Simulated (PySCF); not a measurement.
CH3OSSi (doublet state).
Geometry (GFN2-xTB, Å), atoms numbered from 1 in this order:
```xyz
7
CH3OSSi angstrom
O      2.7818   -0.5609   -0.7245
C      1.6651   -0.3643   -0.3895
S      0.3610   -1.3282    0.0906
Si    -1.0234    0.3542    0.4076
H     -1.1314    1.0274   -0.8782
H     -2.2414   -0.3120    0.8370
H     -0.4085    1.1887    1.4291
```

The hyperfine couplings belong to this conformer and change with its torsions.

As a line formula: `O=[C]S[SiH3]` [radical].

The calculation used PySCF 2.14.0, UKS B3LYP, pcH-1 on C H O S Si, non-relativistic, mean-field spin-orbit, GIAO. Geometry: GFN2-xTB, one conformer, isolated molecule. A GFN2-xTB geometry isn't a minimum of the functional, and hyperfine couplings can be far from their values at a DFT geometry. Stability of the SCF solution: not tested.

Principal values of hyperfine tensors in MHz (contact, dipolar and spin–orbit terms together), for some of the nuclei:

```json
{"atom": "Si4", "isotope": "29Si", "A1": "-49.10", "A2": "-46.02", "A3": "-45.94", "alike by the symmetry of this geometry": "none"}
{"atom": "O1", "isotope": "17O", "A1": "-141.56", "A2": "9.60", "A3": "12.45", "alike by the symmetry of this geometry": "none"}
{"atom": "S3", "isotope": "33S", "A1": "-9.48", "A2": "-7.84", "A3": "66.53", "alike by the symmetry of this geometry": "none"}
{"atom": "H6", "isotope": "1H", "A1": "1.87", "A2": "2.38", "A3": "6.11", "alike by the symmetry of this geometry": "none"}
{"atom": "H5", "isotope": "1H", "A1": "-3.72", "A2": "-2.63", "A3": "3.81", "alike by the symmetry of this geometry": "H7"}
```

**Question.** Split each tensor into its isotropic and traceless parts, and turn a_iso into mT with g = 1.9982.

**Answer.** a_iso = (A1 + A2 + A3)/3, Ti = Ai − a_iso; 1 mT corresponds to 27.968 MHz. The tensors hold a spin–orbit part: the run splits a_iso into a_FC + a_SO, and T includes its anisotropic share.

| atom | a_iso (MHz) | a_FC | a_SO | a_iso (mT) | T1 | T2 | T3 |
| --- | --- | --- | --- | --- | --- | --- | --- |
| Si4 | -47.02 | -47.02 | 0.00 | -1.681 | -2.08 | 1.00 | 1.08 |
| O1 | -39.84 | -40.35 | 0.51 | -1.424 | -101.73 | 49.44 | 52.29 |
| S3 | 16.40 | 16.68 | -0.28 | 0.586 | -25.89 | -24.24 | 50.13 |
| H6 | 3.45 | 3.46 | -0.01 | 0.123 | -1.58 | -1.07 | 2.65 |
| H5 | -0.85 | -0.85 | 0.00 | -0.030 | -2.88 | -1.78 | 4.66 |

**Question.** What spin density at the nucleus of Si4 lies behind its contact coupling (g_N = -1.11058)?

**Answer.** a_FC = 800.24 MHz bohr³ × g_N × ρ(0)/(2S). With a_FC = -47.02 MHz and 2S = 1, ρ(0) = 0.05291 bohr⁻³. The nuclear moment is negative, so coupling and spin density have opposite signs.

**Question.** C2 (13C, g_N = 1.40482) isn't in the table. Its spin density at the nucleus is 0.3653 bohr⁻³. What is its contact coupling?

**Answer.** By the same relation, a_FC = 410.7 MHz. The spin–orbit term adds -0.43 MHz. Its full tensor has the principal values 363.97, 371.47, 495.28 MHz.

**Question.** Name the largest traceless tensor T of the table and describe it.

**Answer.** O1: -101.7, 49.4, 52.3 MHz (the dipolar term alone has -101.3, 48.2, 53.0), nearly axial, close to the ratio +1:+1:−2.

**Question.** In a single crystal, with the field along each principal axis of the tensor of S3 in turn, what first-order splitting does this nucleus give (isotropic g, quadrupole terms neglected)?

**Answer.** 4 lines (I = 3/2), spaced by |A_i|/(g × 13.996): 0.34, 0.28, 2.38 mT along the axes of A1, A2 and A3.

The run took 24 s wall (grids of density and orbitals included) on an Arm Neoverse N1 with one thread, shared host, and the process peaked at 0.57 GiB of memory.
